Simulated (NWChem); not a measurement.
System: CH5GaO; SMILES [O](C)[GaH2]

NWChem input:

```
start job
memory heap 200 mb stack 900 mb global 1100 mb
geometry units angstroms noautoz
  Ga    -0.100641    -0.700896    -0.024003
  H     -1.215117    -1.782577     0.072896
  H      1.449223    -0.850535    -0.197295
  O     -0.720761     0.967738     0.082899
  C      0.037687     2.135893     0.027129
  H      1.124124     1.954131    -0.096056
  H     -0.288785     2.770276    -0.817191
  H     -0.095322     2.729042     0.950374
end
basis spherical
  * library def2-svpd
end
dft
  xc b3lyp
  iterations 150
end
tddft
  cis
  nroots 6
  notriplet
end
task tddft energy
```

Parts of the log:

```
             Northwest Computational Chemistry Package (NWChem) 7.3.0
             --------------------------------------------------------

 CS  symmetry detected

                             Geometry "geometry" -> ""
                             -------------------------

 Output coordinates in angstroms (scale by  1.889725989 to convert to a.u.)

  No.       Tag          Charge          X              Y              Z
 ---- ---------------- ---------- -------------- -------------- --------------
    1 Ga                  31.0000     0.02869823    -0.77554735     0.00000000
    2 H                    1.0000    -1.12625946    -1.81840529     0.00000000
    3 H                    1.0000     1.58214433    -0.97878513     0.00000000
    4 O                    8.0000    -0.54158775     0.91415386     0.00000000
    5 C                    6.0000     0.25816807     2.05578882     0.00000000
    6 H                    1.0000     1.34465727     1.83647506     0.00000000
    7 H                    1.0000     0.04675313     2.67735975    -0.88929947
    8 H                    1.0000     0.04675313     2.67735975     0.88929947

 Effective nuclear repulsion energy (a.u.)     183.6223949571

      Symmetry information
      --------------------

 Group name             Cs
 Group number              2
 Group order               2
 No. of unique centers     7

                                 NWChem DFT Module
                                 -----------------

 Summary of "ao basis" -> "ao basis" (spherical)
 ------------------------------------------------------------------------------
       Tag                 Description            Shells   Functions and Types
 ---------------- ------------------------------  ------  ---------------------
 Ga                        def2-svpd                14       38   6s4p4d
 H                         def2-svpd                 4        8   2s2p
 O                         def2-svpd                 9       23   4s3p2d
 C                         def2-svpd                 8       20   4s2p2d

      Symmetry analysis of basis
      --------------------------

        a'         82
        a"         39

            General Information
            -------------------
          SCF calculation type: DFT
          Wavefunction type:  closed shell.
          No. of atoms     :     8
          No. of electrons :    50
           Alpha electrons :    25
            Beta electrons :    25
          Charge           :     0
          Spin multiplicity:     1
          Use of symmetry is: off; symmetry adaption is: on
          Maximum number of iterations: 150
          AO basis - number of functions:   121
                     number of shells:    51
          Convergence on energy requested:  1.00D-06
          Convergence on density requested:  1.00D-05
          Convergence on gradient requested:  5.00D-04

              XC Information
              --------------
                         B3LYP Method XC Potential
                     Hartree-Fock (Exact) Exchange  0.200
                        Slater Exchange Functional  0.800 local
                    Becke 1988 Exchange Functional  0.720 non-local
              Lee-Yang-Parr Correlation Functional  0.810
                  VWN I RPA Correlation Functional  0.190 local

             Grid Information
             ----------------
          Grid used for XC integration:  medium
          Radial quadrature: Mura-Knowles
          Angular quadrature: Lebedev.
          Tag              B.-S. Rad. Rad. Pts. Rad. Cut. Ang. Pts.
          ---              ---------- --------- --------- ---------
          Ga                  1.30      112          11.0       590
          H                   0.35       45          12.0       434
          O                   0.60       49          10.0       434
          C                   0.70       49          12.0       434
          Grid pruning is: on
          Number of quadrature shells:   435
          Spatial weights used:  Erf1

      Superposition of Atomic Density Guess
      -------------------------------------

 Sum of atomic energies:       -2037.79174307

      Non-variational initial energy
      ------------------------------

 Total energy =   -2038.881221
 1-e energy   =   -3205.758475
 2-e energy   =     983.254859
 HOMO         =      -0.356730
 LUMO         =       0.000534

      Symmetry analysis of molecular orbitals - initial
      -------------------------------------------------

  Numbering of irreducible representations:

     1 a'          2 a"

  Orbital symmetries:

     1 a'          2 a'          3 a'          4 a'          5 a"
     6 a'          7 a'          8 a'          9 a'         10 a'
    11 a"         12 a'         13 a'         14 a'         15 a'
    16 a"         17 a"         18 a'         19 a'         20 a'
    21 a"         22 a'         23 a'         24 a"         25 a'
    26 a"         27 a'         28 a'         29 a'         30 a'
    31 a'         32 a"         33 a'         34 a"         35 a'

 !! scf_movecs_sym_adapt:   15 vectors were symmetry contaminated

  Symmetry fudging

   convergence    iter        energy       DeltaE   RMS-Dens  Diis-err
 ---------------- ----- ----------------- --------- --------- ---------
 d= 0,ls=0.0,diis     1  -2040.8400790891 -2.22D+03  2.28D-02  6.08D-01

 !! scf_movecs_sym_adapt:   26 vectors were symmetry contaminated

  Symmetry fudging

 !! scf_movecs_sym_adapt:    2 vectors were symmetry contaminated

 d= 0,ls=0.0,diis     2  -2040.6287279347  2.11D-01  1.18D-02  2.73D+00

 !! scf_movecs_sym_adapt:   27 vectors were symmetry contaminated

  Symmetry fudging
 d= 0,ls=0.0,diis     3  -2040.9130988175 -2.84D-01  1.59D-03  3.89D-02

 !! scf_movecs_sym_adapt:   29 vectors were symmetry contaminated

  Symmetry fudging
 d= 0,ls=0.0,diis     4  -2040.9157286161 -2.63D-03  6.86D-04  1.17D-02

 !! scf_movecs_sym_adapt:   12 vectors were symmetry contaminated

  Symmetry fudging
 d= 0,ls=0.0,diis     5  -2040.9166870763 -9.58D-04  1.87D-04  2.36D-04

 !! scf_movecs_sym_adapt:    8 vectors were symmetry contaminated

  Symmetry fudging
  Resetting Diis
 d= 0,ls=0.0,diis     6  -2040.9167070518 -2.00D-05  2.87D-05  1.55D-05
 d= 0,ls=0.0,diis     7  -2040.9167084687 -1.42D-06  1.32D-05  1.13D-06
 d= 0,ls=0.0,diis     8  -2040.9167084008  6.79D-08  7.56D-06  1.76D-06

         Total DFT energy =    -2040.916708400805
      One electron energy =    -3206.909684922497
           Coulomb energy =     1073.333744432368
    Exchange-Corr. energy =      -90.963162867746
 Nuclear repulsion energy =      183.622394957070

 Numeric. integr. density =       50.000018287145

                  Occupations of the irreducible representations
                  ----------------------------------------------

                     irrep           alpha         beta
                     --------     --------     --------
                     a'               19.0         19.0
                     a"                6.0          6.0

                       DFT Final Molecular Orbital Analysis
                       ------------------------------------

 Vector   23  Occ=2.000000D+00  E=-3.212600D-01  Symmetry=a'
              MO Center= -8.0D-02, -9.0D-01,  1.0D-11, r^2= 3.6D+00
   Bfn.  Coefficient  Atom+Function         Bfn.  Coefficient  Atom+Function
  ----- ------------  ---------------      ----- ------------  ---------------
    39      0.344377  2 H  s                 47     -0.263548  3 H  s
    13     -0.258559  1 Ga px                40      0.172407  2 H  s
    14     -0.160064  1 Ga py                16     -0.151202  1 Ga px
    10      0.148985  1 Ga px                48     -0.143056  3 H  s
    98      0.122875  6 H  s                 60      0.119329  4 O  py

 Vector   24  Occ=2.000000D+00  E=-2.876481D-01  Symmetry=a'
              MO Center=  1.7D-02,  8.2D-01,  3.6D-12, r^2= 2.7D+00
   Bfn.  Coefficient  Atom+Function         Bfn.  Coefficient  Atom+Function
  ----- ------------  ---------------      ----- ------------  ---------------
    59      0.463446  4 O  px                58     -0.414052  4 O  s
    62      0.321595  4 O  px                98     -0.220104  6 H  s
    60     -0.198500  4 O  py                47     -0.196078  3 H  s
     5      0.175421  1 Ga s                 82     -0.173597  5 C  px
    16     -0.147545  1 Ga px                17      0.142683  1 Ga py

[...]

                                NWChem TDDFT Module
                                -------------------

            General Information
            -------------------
           No. of orbitals :     242
            Alpha orbitals :     121
             Beta orbitals :     121
        Alpha frozen cores :       0
         Beta frozen cores :       0
     Alpha frozen virtuals :       0
      Beta frozen virtuals :       0
         Spin multiplicity :       1
    Number of AO functions :     121
        Use of symmetry is : off
      Symmetry adaption is : on
         Schwarz screening :  0.10D-07

              XC Information
              --------------
                  B3LYP Method XC Potential
              Hartree-Fock (Exact) Exchange   0.20
                 Slater Exchange Functional   0.80 local
             Becke 1988 Exchange Functional   0.72 non-local
       Lee-Yang-Parr Correlation Functional   0.81
           VWN I RPA Correlation Functional   0.19 local

             TDDFT Information
             -----------------
          Calculation type : Tamm-Dancoff TDDFT
         Wavefunction type : Restricted singlets
          No. of electrons :      50
           Alpha electrons :      25
            Beta electrons :      25
              No. of roots :       6
          Max subspacesize :    5200
            Max iterations :     100
               Target root :       1
           Target symmetry : none
      Symmetry restriction : off
                 Algorithm : Optimal
        Davidson threshold :  0.10D-03

    6 smallest eigenvalue differences (eV)
--------------------------------------------------------
  No. Spin  Occ  Vir  Irrep   E(Occ)    E(Vir)   E(Diff)
--------------------------------------------------------
    1    1   25   26 a'       -0.282    -0.057     6.138
    2    1   24   26 a"       -0.288    -0.057     6.286
    3    1   23   26 a"       -0.321    -0.057     7.201
    4    1   25   27 a"       -0.282     0.005     7.808
    5    1   25   28 a"       -0.282     0.010     7.940
    6    1   24   27 a'       -0.288     0.005     7.957
--------------------------------------------------------

  Entering Davidson iterations
  Restricted singlet excited states

  Iter   NTrls   NConv    DeltaV     DeltaE      Time
  ----  ------  ------  ---------  ---------  ---------
    1      6       0     0.15E+00   0.10+100       34.8
    2     12       0     0.23E-01   0.22E-01       35.2
    3     18       0     0.14E-01   0.82E-03       34.9
    4     24       2     0.98E-02   0.29E-03       35.3
    5     28       4     0.27E-02   0.78E-04       29.9
    6     30       5     0.57E-03   0.10E-04       27.2
    7     31       5     0.17E-03   0.79E-06       26.1
    8     32       6     0.68E-04   0.42E-07       25.8
  ----  ------  ------  ---------  ---------  ---------
  Convergence criterion met

  Ground state a'      -2040.916708400805 a.u.

  ----------------------------------------------------------------------------
  Root   1 singlet a"             0.188409399 a.u.                5.1269 eV
  ----------------------------------------------------------------------------
     Transition Moments    X -0.00000   Y -0.00000   Z -0.10401
     Dipole Oscillator Strength                    0.0013586987
     Electric Quadrupole                           0.0000000488
     Magnetic Dipole                               0.0000012952
     Total Oscillator Strength                     0.0013600427

     Occ.   24  a'  ---  Virt.   26  a"      -0.99801
  ----------------------------------------------------------------------------
  Root   2 singlet a'             0.205110112 a.u.                5.5813 eV
  ----------------------------------------------------------------------------
     Transition Moments    X -0.00872   Y -0.76403   Z -0.00000
     Dipole Oscillator Strength                    0.0798307210
     Electric Quadrupole                           0.0000001059
     Magnetic Dipole                               0.0000001406
     Total Oscillator Strength                     0.0798309674

     Occ.   23  a'  ---  Virt.   27  a'      -0.06048
     Occ.   24  a'  ---  Virt.   27  a'       0.20625
     Occ.   24  a'  ---  Virt.   40  a'       0.05487
     Occ.   25  a"  ---  Virt.   26  a"      -0.96316
  ----------------------------------------------------------------------------
  Root   3 singlet a"             0.222746163 a.u.                6.0612 eV
  ----------------------------------------------------------------------------
     Transition Moments    X -0.00000   Y -0.00000   Z  0.06950
     Dipole Oscillator Strength                    0.0007173199
     Electric Quadrupole                           0.0000002326
     Magnetic Dipole                               0.0000023299
     Total Oscillator Strength                     0.0007198824

     Occ.   23  a'  ---  Virt.   26  a"      -0.99867
  ----------------------------------------------------------------------------
  Root   4 singlet a"             0.246619528 a.u.                6.7109 eV
  ----------------------------------------------------------------------------
     Transition Moments    X -0.00000   Y -0.00000   Z -0.27946
     Dipole Oscillator Strength                    0.0128403486
     Electric Quadrupole                           0.0000000263
     Magnetic Dipole                               0.0000005227
     Total Oscillator Strength                     0.0128408975

     Occ.   22  a'  ---  Virt.   26  a"      -0.08339
     Occ.   25  a"  ---  Virt.   27  a'       0.96057
     Occ.   25  a"  ---  Virt.   28  a'      -0.24712
  ----------------------------------------------------------------------------
  Root   5 singlet a'             0.258348366 a.u.                7.0300 eV
  ----------------------------------------------------------------------------
     Transition Moments    X  0.15073   Y -0.53306   Z -0.00000
     Dipole Oscillator Strength                    0.0528543371
     Electric Quadrupole                           0.0000000978
     Magnetic Dipole                               0.0000001753
     Total Oscillator Strength                     0.0528546102

     Occ.   22  a'  ---  Virt.   27  a'      -0.05083
     Occ.   24  a'  ---  Virt.   27  a'      -0.79455
     Occ.   24  a'  ---  Virt.   28  a'       0.55798
     Occ.   24  a'  ---  Virt.   29  a'       0.10201
     Occ.   24  a'  ---  Virt.   32  a'      -0.05869
     Occ.   25  a"  ---  Virt.   26  a"      -0.13813
  ----------------------------------------------------------------------------
  Root   6 singlet a"             0.259427672 a.u.                7.0594 eV
  ----------------------------------------------------------------------------
     Transition Moments    X -0.00000   Y  0.00000   Z -0.07359
     Dipole Oscillator Strength                    0.0009366241
     Electric Quadrupole                           0.0000001943
     Magnetic Dipole                               0.0000006638
     Total Oscillator Strength                     0.0009374823

     Occ.   25  a"  ---  Virt.   27  a'       0.24301
     Occ.   25  a"  ---  Virt.   28  a'       0.95210
     Occ.   25  a"  ---  Virt.   29  a'       0.15533
     Occ.   25  a"  ---  Virt.   30  a'      -0.06794

              Target root =      1
          Target symmetry = none
      Ground state energy =  -2040.916708400805
        Excitation energy =      0.188409399118
     Excited state energy =  -2040.728299001687

  stored tddft:energy   -2040.7282990016874
```

Level: B3LYP/def2-SVPD, TDA. Geometry: optimised at PBE0/def2-SVP.
